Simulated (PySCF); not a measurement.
Compound: C6H6B2F2.
Atom-mapped SMILES: `[BH2:1][c:2]1[cH:3][cH:4][cH:5][cH:6][c:7]1[B:8]([F:9])[F:10]` (hydrogens: H11, H12 on B1; H13 on C3; H14 on C4; H15 on C5; H16 on C6)

A linear-response calculation (PySCF, def2-SVPD basis, gas phase, vertical, core orbitals frozen in the response) gave these numbers; the functional is withheld.

Orbital energies (eV): HOMO-3 -11.22, HOMO-2 -10.75, HOMO-1 -9.08, HOMO -8.60, LUMO -0.60, LUMO+1 0.27, LUMO+2 0.46.

```tsv
state	E (eV)	f	main configurations (H = HOMO, L = LUMO)
S1	4.88	0.046	H→L (82%), H-1→L+2 (14%)
S2	5.55	0.0005	H→L+1 (86%), H-4→L+1 (8%)
S3	5.61	0.092	H-1→L (75%), H→L+2 (20%)
S4	6.52	0.0067	H-2→L (94%)
S5	6.55	0.620	H→L+2 (70%), H-1→L (18%)
S6	6.58	0.012	H-1→L+1 (93%)
```

Triplets (Tamm–Dancoff): T1 3.81 eV, H-1→L (57%), H→L+2 (20%), H→L (16%); T2 4.05 eV, H→L (79%), H-1→L (12%); T3 4.56 eV, H→L+2 (70%), H-1→L (26%); T4 5.24 eV, H→L+1 (73%), H-4→L+1 (19%).

Vertical ionisation energy by ΔSCF with the same functional: 9.26 eV. Mean static polarisability: 95.2 au.

Problem. Name the functional.
A. PBE
B. B3LYP
C. CAM-B3LYP
D. HF

Solution. C. CAM-B3LYP is range-separated, 19% exact exchange at short range and 65% at long range (ω = 0.33 bohr⁻¹). In this run −ε(HOMO) = 8.60 eV differs from the ΔSCF value by -0.66 eV, and S1 differs from the orbital gap of 8.00 eV by -3.11 eV. The ratio −ε(HOMO)/IP is 0.93. Small neutral molecules mostly give 0.85 to 0.93 with CAM-B3LYP, 0.5 to 0.7 with PBE, 0.67 to 0.83 with B3LYP; with Hartree–Fock the ratio is 1 or more (Koopmans' value less the relaxation energy is the ΔSCF value). The other options: PBE, a GGA without exact exchange; HF, time-dependent Hartree–Fock, 100% exact exchange; B3LYP, a global hybrid with 20% exact exchange.

Method used: TDDFT CAM-B3LYP/def2-SVPD, vertical, gas phase, core orbitals frozen in the response (PySCF 2.14.0, density-fitted response routines). Isolated species at its PBE0-D3(BJ)/def2-SVP geometry, gas phase.

Time: 5.9 min of wall time (with the writing of density and orbital grids); peak memory 1.4 GiB. Hardware: one thread of an Arm Neoverse V2, no GPU, shared host with 96 logical CPUs at a one-minute load of 48.

The values belong to the conformer `[BH2:1][c:2]1[cH:3][cH:4][cH:5][cH:6][c:7]1[B:8]([F:9])[F:10]`: C6–C7–B8–F9 180°.
